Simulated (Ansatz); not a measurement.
Cl3In, SMILES [Cl][In+]([Cl])[Cl] (connectivity only; charge and spin as stated), charge +1, multiplicity 2.

The structure is a stationary point at B3LYP-D3(BJ)/def2-SVP. The def2 effective core potentials stand for the cores of In; spin–orbit coupling is left out.

Two levels are set side by side: PBE/def2-SVPD (Ansatz, a quantum-chemistry and plane-wave program) and PBE0/def2-SVPD (Ansatz). Energy differences of separate SCF runs at the same geometry; the states with an electron removed or added have multiplicity 3 and 1. Differences are taken from unrounded values.

| quantity | PBE |
|---|---|
| vertical ionisation energy (eV) | 16.32 |
| vertical electron affinity (eV) | 9.45 |

These are the PBE values. What does PBE0 give? (An estimate is asked for; the answer gives what the named calculation found.)


```tsv
quantity	PBE0	PBE minus PBE0
vertical ionisation energy (eV)	16.92	-0.60
vertical electron affinity (eV)	9.68	-0.23
```
